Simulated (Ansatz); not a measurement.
Te4Pb2⁺, relaxed as a quartet with UKS PBE-D4/def2-SVP in Ansatz, starting from the PBE-D4/def2-SVP geometry of the charge +1 doublet. Force threshold 0.03 eV/Å.

In the def2 sets Pb, Te take a core potential; there is no spin–orbit coupling. The relaxation made no stability test and no search for a lower SCF solution. At PBE-D4/def2-SVP a doublet of charge 1 lies 1.50 eV below the quartet, each at its own geometry. The structure comes from a short search, and lower isomers may exist.

Start:

```
atom   x (Å)   y (Å)   z (Å)
 Pb1   0.004  -2.300   0.397
 Pb2  -1.393   1.423  -1.218
 Te3   0.178   1.924   1.313
 Te4  -1.847   0.047   1.458
 Te5   0.755  -0.738  -2.104
 Te6   2.303  -0.356   0.154
```

Task: Estimate the energy that the relaxation releases and the steps that it takes.

Result: 74.9 kJ/mol, in 21 steps; 1.8 min on 4 threads of Arm Neoverse V2 on a shared host. The force fell under the threshold at step 7, but the optimiser went on and released 0.437 eV more. No frequencies were taken in this run, so the end may be a saddle point.

Task: Does the start keep its bonding?

Result: Bonds lost: Te5–Te6 (atoms count from 1).

Task: Predict the relaxed structure.

Result: 
Cartesian coordinates in Å:
```
Pb 0.041 -2.222 0.213
Pb -1.838 1.246 -1.299
Te 0.339 1.876 0.831
Te -1.667 0.085 1.529
Te 0.605 -0.291 -2.148
Te 2.521 -0.694 0.873
```
Bond lengths (bridged metal pairs left out): 6 × Pb–Te 2.99 to 3.16 Å; 1 × Te–Te 2.78 Å.
